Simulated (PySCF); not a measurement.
In(Me)2 (C2H6In), SMILES [CH3][In][CH3], multiplicity 2.

Geometry: PBE0-D3(BJ)/def2-SVP. The multiplicity is an assumed one; other spin states were not compared. The isomer is the one that the SMILES or the coordinates give; other isomers of the formula were not compared. The def2 effective core potentials stand for the cores of In; spin–orbit coupling is left out.

Level of theory: ωB97X/def2-TZVPD (PySCF).

Isolated molecule, no solvent.

```
Item                                                                                                            Result
---------------------------------------------------------------------------------------------  -----------------------
total energy                                                                                        -269.95603 hartree
α spin, highest occupied and lowest empty level                                                      -6.85 and 0.40 eV
β spin, highest occupied and lowest empty level                                                     -8.96 and -0.88 eV
dipole moment                                                                                                   0.18 D
quadrupole, principal values (traceless, Buckingham form, about the centre of nuclear charge)   -3.74, -1.86, 5.60 D·Å
mean static polarisability                                                                       79.2 bohr³ (11.74 Å³)
polarisability, principal values                                                                65.7, 74.3, 97.7 bohr³
⟨S²⟩                                                                                           0.757 (pure state 0.75)
```
